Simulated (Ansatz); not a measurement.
H$_{7}$NSi$_{2}$, triplet, at the geometry of the source list (a higher spin typed on purpose: for a closed-shell molecule this is an excited state). Base run: B3LYP/6-31G* run with Ansatz (a quantum-chemistry and plane-wave program).

The Ansatz input:
Ansatz 0.2 input:
```yaml
crystal:
  periodic: [false, false, false]
  atoms:
    - {symbol: Si, position_ang: [1.50560000, -0.27340000, 0.36250000]}
    - {symbol: N, position_ang: [0.07130000, -0.10200000, -0.59140000]}
    - {symbol: Si, position_ang: [-1.52270000, 0.37580000, -0.11470000]}
    - {symbol: H, position_ang: [2.59990000, -0.41860000, -0.59790000]}
    - {symbol: H, position_ang: [1.62810000, 0.93790000, 1.16900000]}
    - {symbol: H, position_ang: [1.44940000, -1.45020000, 1.23920000]}
    - {symbol: H, position_ang: [0.10060000, -0.60610000, -1.46300000]}
    - {symbol: H, position_ang: [-2.20310000, -0.66720000, 0.66350000]}
    - {symbol: H, position_ang: [-2.24770000, 0.62060000, -1.36190000]}
    - {symbol: H, position_ang: [-1.38140000, 1.58310000, 0.69470000]}
basis:
  gaussian:
    orbitals: 6-31G*
hamiltonian:
  xc: b3lyp
magnetization: {spin_polarized: true, initial_magnetization: 2}
```

Each row names what was changed in the base input (with any setting that the change needs).

```json
[
 {"change": "base", "ΔE vs base (kcal/mol)": "0.000"},
 {"change": "final_grid = 6, 12, 29", "ΔE vs base (kcal/mol)": "-0.006"},
 {"change": "fitting.mean_field = cc-pVTZ-JKFIT", "ΔE vs base (kcal/mol)": "-0.020"},
 {"change": "lower_state_search = full", "ΔE vs base (kcal/mol)": "0.000"},
 {"change": "point_charge = charge:-1.0 position_ang:-3.7169, -2.4652, -3.55", "ΔE vs base (kcal/mol)": "-4.33"},
 {"change": "nuclear_model = gaussian", "ΔE vs base (kcal/mol)": "0.214"},
 {"change": "lower_state_search = light", "ΔE vs base (kcal/mol)": "0.000"},
 {"change": "accuracy = high", "ΔE vs base (kcal/mol)": "0.001"},
 {"change": "lower_state_search = off", "ΔE vs base (kcal/mol)": "0.000"},
 {"change": "forces = on", "ΔE vs base (kcal/mol)": "0.000"},
 {"change": "final_grid = 10, 20, 41", "ΔE vs base (kcal/mol)": "-0.001"}
]
```
